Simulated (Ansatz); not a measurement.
CH4AlClS (`C[S][AlH][Cl]`), relaxed with RKS PBE-D4/def2-SVP in the Gaussian-basis code of Ansatz from a rough embedded geometry. The force threshold is 0.03 eV/Å; the program also tests the step.

Total charge 0; spin multiplicity 1.

Start:

```xyz
8

C    -0.846    0.787    0.654
S     0.657    1.292   -0.127
Al    1.183   -0.803   -0.745
Cl    0.538   -1.672   -2.648
H    -0.679    0.126    1.527
H    -1.385    1.720    1.117
H    -1.562    0.322   -0.035
H     2.094   -1.772    0.258
```

Q: By how much does the energy fall, and how many steps does the optimiser take? (Best estimate.)

A: Computed: 49.87 kJ/mol, in 17 steps.

Q: Which bonds change most? (Estimate.)

A: Ansatz gave: C1–S2 from 1.767 to 1.847 Å; Al3–H8 from 1.666 to 1.589 Å; Al3–Cl4 from 2.189 to 2.114 Å; S2–Al3 from 2.247 to 2.181 Å.

Q: Give the relaxed structure. (Best estimate.)

A: Ansatz gave: 
```xyz
8

C    -0.873    0.820    0.806
S    -0.306    0.825   -0.952
Al    0.995   -0.925   -0.947
Cl    1.950   -1.430   -2.764
H    -0.401    0.013    1.401
H    -0.616    1.796    1.260
H    -1.971    0.686    0.826
H     1.221   -1.785    0.370
```
